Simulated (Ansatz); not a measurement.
```xyz
3

N     0.0000    0.0000    0.0000
F     0.0000    1.2386    0.8672
O     0.0000   -0.9306    0.6516
```

Basis set: cc-pVDZ (spherical functions). Frozen core: 3 orbitals. Charge 0, multiplicity 1.

Computed with Ansatz (development build ahead of 0.2.0); the reference of a correlated method needn't be the lowest determinant of its kind. Restricted open shells among the atoms or ions are ROHF, correlated in semicanonical orbitals with singles.

Task: Give the atomization energy at this shape (free ground-state atoms in the same class of orbitals less the molecule, no zero-point energy) of singlet FNO by RHF-CCSD(T), RHF-CCSD.

Result:

| method | atomization energy |
| --- | --- |
| RHF-CCSD(T) | 7.83 eV |
| RHF-CCSD | 7.34 eV |

Caution: no unrestricted run beside it, a lower state can exist.
